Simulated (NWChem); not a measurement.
**Ionisation of C₂H₄NO**

SMILES: O=C[N]C
```xyz
8

C     -1.4420    -0.2785     0.0543
N     -0.2799    -0.3301    -0.7628
C      0.9285    -0.0545    -0.1776
O      1.0718     0.7163     0.7519
H     -2.2300     0.3068    -0.4472
H     -1.8450    -1.3071     0.1373
H     -1.2486     0.1119     1.0680
H      1.7899    -0.5330    -0.6945
```
Charge 0, spin multiplicity 2.

Program: NWChem. Structure: optimised with UPBE0/def2-SVP, a minimum by its harmonic frequencies. It is one conformer; others weren't searched.

Basis set: def2-TZVP. The species with one electron less has spin multiplicity 3 and keeps the geometry of the parent. Δ marks differences of total energies (open shells unrestricted). −ε marks an orbital energy of the parent. That orbital need not have the symmetry of the hole or added electron in the Δ rows.

B3LYP has NWChem's definition, with VWN1-RPA local correlation. The structure started from a generated list of species. The stability of the SCF solutions was not checked.

For the first vertical ionisation energy, G0W0@PBE gives 9.59 eV and −ε(beta HOMO) of B3LYP gives 7.62 eV. What do ΔB3LYP, G0W0@PBE0, −ε(beta HOMO) of PBE0 give?

ΔB3LYP: 10.26 eV; G0W0@PBE0: 10.01 eV; −ε(beta HOMO) of PBE0: 7.85 eV.
